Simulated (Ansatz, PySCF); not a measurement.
Donor–acceptor adduct: AlH3 (SMILES [AlH3]) (first 4 atoms) with CHN (SMILES C#N); geometry from B3LYP-D3(BJ)/def2-TZVP, rigid monomers moved along the line of their centres of mass till Al1···N6 is 3.71 Å.
(charge 0, multiplicity 1):
```xyz
7

Al    -0.16157     0.36406     0.26280
H      1.25365     0.82434    -0.29958
H     -1.23650     1.48888     0.59490
H     -0.69082    -1.08215    -0.13618
C      1.20651    -0.63213     4.81174
N      0.88467    -0.39965     3.74296
H      1.50802    -0.84956     5.81274
```

Interaction energies are E(AB) − E(A) − E(B) at the monomers' geometry in the complex; basis-set methods are counterpoise corrected. Rows marked so take none.

Cores are frozen in the correlated methods. CBS: X⁻³ extrapolation of the correlation energy, Hartree–Fock from the larger set. Rows in 3-21G, 6-31G*, STO-3G carry no dispersion term and start afresh at each structure (6-31G* with six Cartesian d functions).

Run with Ansatz (Gaussian orbitals); PySCF for 3-21G rows, 6-31G* rows, STO-3G rows, the dispersion terms. Each number belongs to the level named beside it.

```
level                                          interaction energy (kcal/mol)
---------------------------------------------  -----------------------------
HF/STO-3G (no counterpoise)                                            -3.37
HF/3-21G (no counterpoise)                                             -6.68
HF/aug-cc-pV(D+d)Z                                                     -4.03
PBE-D4/def2-TZVPPD                                                     -4.24
B3LYP/3-21G (no counterpoise)                                     (withheld)
M06-2X/6-31G* (no counterpoise)                                   (withheld)
CCSD/aug-cc-pV(D+d)Z                                                   -4.22
CCSD/aug-cc-pV(T+d)Z                                                   -4.21
CCSD(T)/CBS(aug-cc-pV(D+d)Z, aug-cc-pV(T+d)Z)                          -4.27
```

Problem. What belongs in the gaps?

Solution. 
- B3LYP/3-21G (no counterpoise), interaction energy (kcal/mol): -7.04
- M06-2X/6-31G* (no counterpoise), interaction energy (kcal/mol): -4.80

Ansatz is a first-principles code.
